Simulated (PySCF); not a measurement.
## Computed properties of CH3ISi, SMILES C[Si]I

Si(I)(Me) (CH3ISi), SMILES C[Si]I (connectivity only; charge and spin as stated), neutral, multiplicity 1. The structure is a stationary point at r2SCAN-D4/def2-SVP. The def2 effective core potentials stand for the cores of I; spin–orbit coupling is left out. Other conformers were not sampled. All values are computed for the isolated molecule unless a solvent is named; none is compared with measurement here.

**Structure.** The optimised structure has Cs symmetry. All 12 harmonic modes at r2SCAN-D4/def2-SVP (PySCF) are real, so it is a minimum. With heavy atoms numbered as in [Si:1]([I:2])[CH3:3], the shortest bond between them is Si1–C3 at 1.902 Å and the longest Si1–I2 at 2.508 Å.

**Vibrations.** The strongest infrared lines (harmonic, unscaled, degenerate partners summed) lie at 651 cm⁻¹ (68 km/mol, C 50 %, Si 34 %, H 16 %), 335 cm⁻¹ (50 km/mol, Si 79 %, I 15 %), 1219 cm⁻¹ (35 km/mol, H 80 %, C 20 %). The softest mode is at 51 cm⁻¹ and the zero-point energy is 22.6 kcal/mol.

**Electronic structure.** HF/def2-TZVPD (PySCF) places the frontier levels at -8.88 and 0.24 eV, a gap of 9.12 eV, and gives a dipole moment of 2.31 D and a mean polarisability of 80.8 bohr³.

**Excitations.** TDDFT-PBE0/def2-SVPD (PySCF) has S1 at 2.56 eV (484 nm, f = 0.008, weak); the most intense of the 10 singlets computed lies at 5.01 eV (f = 0.18). T1 (TDA) is at 1.44 eV.
